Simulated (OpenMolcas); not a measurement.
## Ir3+: moving the ligands

Ir3+ with 6 ligands (fluoride) in octahedral coordination (Oh) at 1.99 Å. A charge of +0.5 e stands 2.8 Å behind each ligand. Ligand basis ANO-RCC-VDZP.
```
Ir    0.0000    0.0000    0.0000
F     1.9900    0.0000    0.0000
F     0.0000    1.9900    0.0000
F    -1.9900    0.0000    0.0000
F     0.0000   -1.9900    0.0000
F     0.0000    0.0000    1.9900
F     0.0000    0.0000   -1.9900
```

```yaml
Program: OpenMolcas
Method: "SS-CASPT2, IPEA 0.25 Eh, imaginary shift 0.1 Eh (closed shells correlated: 5s 5p and the ligand valence shells)"
Basis: ANO-RCC-VTZP [8s7p5d3f1g]
Scalar_Hamiltonian: DKH2, point nucleus
Active_space: 6 electrons in 5 orbitals (5d)
State_averaging: 2S+1 = 5 even, 5 roots; 2S+1 = 3 even, 45 roots; 2S+1 = 1 even, 50 roots
Spin-orbit_coupling: state interaction with AMFI integrals over the reference wave functions
```

Runs around this geometry, states (labels of O, the rotations of Oh). Energies in cm-1 above the lowest state or level, χT in cm3 K/mol; 10Dq and B are least-squares fits to the states below 45000 cm-1, weighted by degeneracy, with a free offset, and given where the rms deviation is under 5 % of |10Dq| (or 100 cm-1) and under 700 cm-1.

```tsv
R (Å)	Ground state	First state of that spin	10Dq	B (rms of fit)	First gap with spin-orbit (degeneracies)	χT at 300 K	First state of another spin
1.88	1A1	1T1 31230			24630 (1, 2)	0.021	2S+1 = 3: 26950
1.99	1A1	1T1 23610	25996	525 (232)	16980 (1, 2)	0.033	3T1 19050
2.12	1A1	1T1 17550			10800 (1, 2)	0.056	2S+1 = 3: 13040
```

Taking the first state of the same spin as R^-n, n = -ln(17550 / 31230) / ln(2.12 / 1.88) = 4.8 between the shortest and longest distance.

Roots that are degenerate in the reference are averaged as groups; the widest CASPT2 spread within a group is 690 cm-1 (the 3-fold group of multiplicity 3 near 19000 cm-1 above the lowest state of its run, R = 1.99). Shifts and gaps below about the spread of the groups concerned are not significant. Over all roots computed the reference weight is 0.69 to 0.70 in R = 1.88, 0.69 to 0.70 in R = 1.99, 0.68 to 0.70 in R = 2.12; a low but even weight reflects the number of correlated electrons. Ligand-to-metal charge-transfer states are missing. With no ligand orbital active B as a rule stays too high, so bands that hang on it stand too high and its fall with covalency is understated. With one d shell and no ligand orbital active, 10Dq can be off by a tenth or more. The least metal-like active orbital is 76 % on the metal (Löwdin) and no ligand orbital is active, so the numbers are rough (holds for R = 1.88). The least metal-like active orbital is 79 % on the metal (Löwdin) and no ligand orbital is active, so the numbers are rough (holds for R = 1.99). The least metal-like active orbital is 82 % on the metal (Löwdin) and no ligand orbital is active, so the numbers are rough (holds for R = 2.12). No measured value stands beside these numbers; the geometry was imposed, not optimised, and the real ion may take another.

A state without a sure symmetry label is named by its multiplicity alone.
